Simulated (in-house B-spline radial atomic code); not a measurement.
# Solving the quasi-particle equation for 6s of Pb²⁺

Configuration [Xe] 4f14 5d10 6s2, start Hartree-Fock; correlation leaves out the 12 deepest shells. Computed with an all-electron radial atomic-structure program (B-spline basis): all electrons, scalar-relativistic (spin-free one-electron X2C), finite nucleus, each spin shell either full or empty, empty states to l = 9 with an (l + 1/2)⁻⁴ tail; G0W0 by contour deformation at full frequency.

At the mean-field level ε = -30.117 eV the matrix elements are Σx = -17.195 eV, v_xc = -17.195 eV and Σc(ε) = -1.82 eV, and the slope of the correlation self-energy is dΣc/dω = -0.0321. The quasi-particle energy solves E = ε + Σx − v_xc + Σc(E).

What does the linearised equation give?

Z = 1/(1 − dΣc/dω) = 1/1.0321 = 0.9689. The first-order shift is Σx − v_xc + Σc(ε) = -17.195 − (-17.195) + (-1.82) = -1.820 eV, so E ≈ ε + Z × shift = -30.117 + 0.9689 × (-1.820) = -31.880 eV.

How does that compare with the full solution and with static screening?

Solving the equation at full frequency dependence gives E = -31.881 eV, where Σc = -1.764 eV and the weight is 0.969; the linearised value is off by 0 meV. Leaving Z out would give -31.937 eV. Static COHSEX puts -3.315 eV in place of Σc and gives -33.432 eV, 1.55 eV deeper. The tabulated removal energy is 31.937 eV (NIST, measured); the run leaves out spin-orbit coupling, Breit and QED terms.
